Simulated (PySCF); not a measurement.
Identify the unknown among the candidates.

All candidates are C8H11N.

| technique | computed result |
| --- | --- |
| Rotational structure | rotational constants A, B, C: 4.404, 0.947, 0.838 GHz [PBE0-D3(BJ)/def2-SVP] |
| UV, first state | lowest singlet excitation: 4.77 eV (260 nm, f = 0.036) [TDDFT CAM-B3LYP/def2-SVPD] |
| UV, strongest line | among the 6 lowest singlet transitions: S6 at 6.75 eV (184 nm, f = 0.674) [TDDFT CAM-B3LYP/def2-SVPD] |
| Polarisability | 104.8 au [CAM-B3LYP/def2-SVPD] |
| Dipole | 1.38 D [CAM-B3LYP/def2-SVPD] |

Electronic properties: PySCF, gas phase, density fitting. Levels stand in brackets. One conformer (not necessarily the lowest) at the PBE0-D3(BJ)/def2-SVP geometry, without solvent, vibrations or thermal averaging.

Task: Which candidate is it?
A. `C=CC(=C)/C=C/C=N/C`
B. `CC(C)c1ccncc1`
C. `CCc1ccc(N)cc1`

Result: C. It is `CCc1ccc(N)cc1`. Numbering: `[CH3:1][CH2:2][c:3]1[cH:4][cH:5][c:6]([NH2:7])[cH:8][cH:9]1`. Its formula, C8H11N, gives 4 degrees of unsaturation: 1 ring and 3 π bonds in the structure found (Kekulé form). The optimised geometry has point group Cs and is an asymmetric top.

The others, at the same levels:
- `C=CC(=C)/C=C/C=N/C` fails: its computed lowest singlet excitation is 4.52 eV (275 nm, f = 0.001) (against 4.77 eV), strongest line among the 6 lowest singlet transitions is S2 at 4.82 eV (257 nm, f = 0.748) (against S6 at 6.75 eV) and static isotropic polarisability is 122.9 au (against 104.8 au).
- `CC(C)c1ccncc1` fails: its computed lowest singlet excitation is 5.14 eV (241 nm, f = 0.005) (against 4.77 eV), static isotropic polarisability is 98.7 au (against 104.8 au) and rotational constant A is 3.470 GHz (against 4.404 GHz).

Each candidate is one conformer, not necessarily the lowest. The conformers computed, where there is a choice (atom-mapped SMILES and torsion angles):
- `[CH3:1][CH2:2][c:3]1[cH:4][cH:5][c:6]([NH2:7])[cH:8][cH:9]1`: C1–C2–C3–C4 88°, H–N7–C6–C5 23°, H–N7–C6–C5 159°
- `[CH2:1]=[CH:2][C:3](=[CH2:4])/[CH:5]=[CH:6]/[CH:7]=[N:8]/[CH3:9]`: C1–C2–C3–C4 -154°, C2–C3–C5–C6 19°, C5–C6–C7–N8 -179°
- `[CH3:1][CH:2]([CH3:3])[c:4]1[cH:5][cH:6][n:7][cH:8][cH:9]1`: C1–C2–C4–C5 -62°
